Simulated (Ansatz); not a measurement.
`N=C(F)[SiH2][GeH3]` and `N=CF` differ in one atom or group.

Ansatz, PBE0-D4/def2-TZVP geometries, multiplicity 1. Each molecule was computed in one conformer, which needn't be the lowest.

Scalar relativity is left out up to krypton.

```
                                                                                  property  `N=C(F)[SiH2][GeH3]`
                                            zero-point energy (PBE0-D4/def2-TZVP) / kJ/mol                 168.5
ideal-gas entropy at 298 K and 1 bar (rigid rotor, harmonic PBE0-D4/def2-TZVP) / J/(mol·K)                   382
                                                     LUMO energy (ωB97M-V/def2-TZVPP) / eV                  1.11
                                                     HOMO–LUMO gap (B3LYP/def2-TZVPP) / eV                  6.69
                                                       HOMO energy (B3LYP/def2-TZVPP) / eV                 -7.88
                                                        LUMO energy (PBE0/def2-TZVPP) / eV                 -0.96
```

**Question.** What does the change do to each property? (Best estimate.)

**Answer.** The calculation gave: 
| property | `N=CF` | shift |
| --- | --- | --- |
| zero-point energy (PBE0-D4/def2-TZVP) / kJ/mol | 87.6 | -80.9 |
| ideal-gas entropy at 298 K and 1 bar (rigid rotor, harmonic PBE0-D4/def2-TZVP) / J/(mol·K) | 248 | -134 |
| LUMO energy (ωB97M-V/def2-TZVPP) / eV | 2.17 | 1.06 |
| HOMO–LUMO gap (B3LYP/def2-TZVPP) / eV | 8.08 | 1.39 |
| HOMO energy (B3LYP/def2-TZVPP) / eV | -8.57 | -0.69 |
| LUMO energy (PBE0/def2-TZVPP) / eV | -0.16 | 0.80 |

With PBE0 the HOMO falls by 0.72 eV and the LUMO rises by 0.80 eV, so the gap widens by about 1.52 eV. PBE moves the HOMO by -0.48 eV and ωB97M-V by -0.96 eV. The zero-point energy changes by -80.9 kJ/mol with -18 modes. Modes under 60 cm⁻¹, often nearly free rotors, make the harmonic entropy too high.

Positive LUMOs are unbound, so they and the gaps depend on the basis.

B3LYP here is the variant with VWN-RPA as its local correlation; programs differ in this.
